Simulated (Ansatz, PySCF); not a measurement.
Process, species as SMILES: CNB(O)O + H+ -> C[NH2+]B(O)O
Structures are relaxed separately at B3LYP-D3(BJ)/def2-TZVP in Ansatz (a first-principles code), one conformer each, not searched for the lowest. Frequencies are from Ansatz or PySCF.
Geometry of the first species:
```
N
H 1 1.0057
B 1 1.4228 2 119.38
O 3 1.3752 1 122.75 2 -173.41
H 4 0.9593 3 114.46 1 4.27
O 3 1.3771 4 114.73 5 -176.25
H 6 0.9593 3 114.63 4 -176.32
C 1 1.4507 2 114.07 3 -172.86
H 8 1.0909 1 110.60 2 -34.11
H 8 1.0926 9 106.45 1 120.00
H 8 1.0963 9 107.88 10 115.73
```

Quantity: proton affinity (enthalpy at 298 K, with B3LYP-D3(BJ) rigid-rotor harmonic-oscillator terms), positive where the reaction releases energy, in eV. Valence correlation only, unless marked. No spin-orbit coupling. No relativistic terms. CBS marks a two-point X^-3 extrapolation of the correlation energy; Hartree-Fock from the larger set.

CCSD(T)/CBS(cc-pVTZ,cc-pVQZ) (Ansatz) gives 9.33 eV.

Problem. Another calculation gave 9.33 eV. Which level was it?
A) wB97M-V/def2-TZVPD (Ansatz)
B) HSE06/def2-TZVPD (Ansatz)
C) SVWN5/def2-TZVPD (Ansatz)

Solution. B, HSE06/def2-TZVPD (Ansatz). The others give 9.20 (wB97M-V), 8.96 (SVWN5) eV.
